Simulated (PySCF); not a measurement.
In(Me)2(nPr), SMILES CC[CH2][In]([CH3])[CH3], GFN2-xTB optimised geometry.

```
19

In     0.96     0.42     0.00
C      3.21     0.42     0.00
H      3.60    -0.59     0.13
H      3.58     1.05     0.81
H      3.58     0.81    -0.95
C     -0.15     2.37     0.00
H     -0.98     2.34    -0.70
H      0.53     3.18    -0.29
H     -0.53     2.58     1.00
C     -0.22    -1.52     0.02
C     -1.71    -1.23    -0.11
C     -2.54    -2.52    -0.07
H     -0.01    -2.05     0.95
H      0.12    -2.15    -0.81
H     -2.03    -0.58     0.71
H     -1.92    -0.71    -1.05
H     -2.26    -3.18    -0.88
H     -3.60    -2.29    -0.15
H     -2.38    -3.05     0.87
```

Density from CAM-B3LYP/def2-SVP, def2 effective core potentials past Kr (PySCF) at that geometry. The core electrons that the potentials of In replace are not part of the density.

Minimum of the electron density along straight lines between bonded atoms, close to the bond critical point (lines longer than 1.1 times the sum of covalent radii, or with two minima, are not listed):

| bond | length / Å | ρ at the minimum / e bohr⁻³ | ∇²ρ there / e bohr⁻⁵ | position (fraction from the first atom) |
|---|---|---|---|---|
| In1–C2 | 2.253 | 0.082 | 0.15 | 0.50 |
| C2–H3 | 1.089 | 0.271 | -0.98 | 0.63 |
| C2–H4 | 1.090 | 0.270 | -0.97 | 0.63 |
| C2–H5 | 1.090 | 0.269 | -0.96 | 0.63 |
| In1–C6 | 2.247 | 0.083 | 0.15 | 0.50 |
| C6–H7 | 1.089 | 0.270 | -0.97 | 0.63 |
| C6–H8 | 1.089 | 0.271 | -0.98 | 0.63 |
| C6–H9 | 1.090 | 0.269 | -0.96 | 0.63 |
| In1–C10 | 2.267 | 0.081 | 0.14 | 0.50 |
| C10–C11 | 1.523 | 0.246 | -0.56 | 0.50 |
| C11–C12 | 1.528 | 0.245 | -0.57 | 0.50 |
| C10–H13 | 1.094 | 0.270 | -0.95 | 0.62 |
| C10–H14 | 1.094 | 0.270 | -0.96 | 0.62 |
| C11–H15 | 1.096 | 0.274 | -0.99 | 0.62 |
| C11–H16 | 1.096 | 0.274 | -0.99 | 0.62 |
| C12–H17 | 1.089 | 0.276 | -1.01 | 0.63 |
| C12–H18 | 1.088 | 0.276 | -1.01 | 0.63 |
| C12–H19 | 1.089 | 0.276 | -1.02 | 0.63 |
